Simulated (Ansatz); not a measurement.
A structure relaxed at PBE0-D4/def2-TZVP, charge 0, multiplicity 1:

Cartesian coordinates in Å:
```
O 0.3707 -1.4085 -1.3811
Si 0.4739 0.2371 -1.2377
Si 0.4383 0.6690 1.0578
P -1.3164 -0.3172 2.0853
H 0.3804 -1.7802 -2.2641
H 1.7078 0.7545 -1.9005
H -0.6856 0.9090 -1.8965
H 1.6822 0.1771 1.7115
H 0.3431 2.1374 1.2919
H -2.2592 0.1682 1.1383
H -1.1353 -1.5463 1.3952
```

Problem. Give its formula and SMILES.

Solution. H7OPSi2, `O[SiH2][SiH2]P`.

Problem. Summarise the bond lengths by kind.

Solution. 1 × O–Si 1.655 Å; 1 × H–O 0.958 Å; 1 × Si–Si 2.336 Å; 4 × H–Si 1.489 to 1.493 Å; 1 × P–Si 2.260 Å; 2 × H–P 1.421 to 1.422 Å.

Computed with Ansatz.
